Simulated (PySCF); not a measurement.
CH₇GaP₂. Atoms are numbered in the order given.

```xyz
11

Ga    -0.1961    -0.2171    -0.0626
C     -1.6205    -1.5804    -0.2894
H     -1.3288    -2.2694    -1.1098
H     -2.5886    -1.1160    -0.5613
H     -1.7477    -2.1846     0.6305
P     -0.4165     1.9145    -1.0121
H     -0.8446     1.4015    -2.2889
H      0.9673     2.0087    -1.3978
P      1.5497    -0.5619     1.4634
H      2.5598    -0.0009     0.6045
H      1.7856    -1.9155     1.0287
```
Charge 0, spin multiplicity 1.

Coordinates come from a PBE-D3(BJ)/def2-SVP optimisation. The structure was generated by enumeration; whether it is a known compound was not checked. One conformer was computed; it need not be the lowest.

All values below come from PBE-D3(BJ)/def2-SVP (PySCF).

Frequencies are harmonic and unscaled.

A small imaginary wavenumber (i) marks a very flat motion, where grid noise or a shallow saddle decides the sign.

```tsv
mode	ν (cm⁻¹)	IR (km/mol)	moving atoms (share of kinetic energy)
1	24i	0.0	H 98 %
2	84	4.6	P 68 %, Ga 21 %, H 8 %
3	109	4.5	H 70 %, C 14 %, P 13 %
4	113	2.2	Ga 44 %, H 21 %, P 19 %, C 16 %
5	126	0.8	H 55 %, C 30 %
6	138	3.0	H 94 %
7	298	4.0	P 79 %, Ga 11 %
8	351	33.3	P 57 %, Ga 40 %
9	480	0.8	H 94 %
10	527	7.2	H 82 %, C 9 %
11	549	31.3	C 54 %, H 29 %, Ga 15 %
12	573	0.5	H 97 %
13	638	0.8	H 94 %
14	662	11.0	H 80 %, C 16 %
15	722	61.1	H 80 %, C 17 %
16	1042	21.8	H 97 %
17	1053	21.4	H 97 %
18	1159	3.2	H 81 %, C 19 %
19	1373	0.6	H 96 %
20	1377	5.3	H 95 %
21	2315	19.2	H 97 %
22	2316	45.0	H 97 %
23	2338	15.9	H 97 %
24	2340	66.6	H 97 %
25	2974	2.9	H 97 %
26	3071	3.3	H 91 %, C 9 %
27	3092	2.0	H 90 %, C 10 %
```
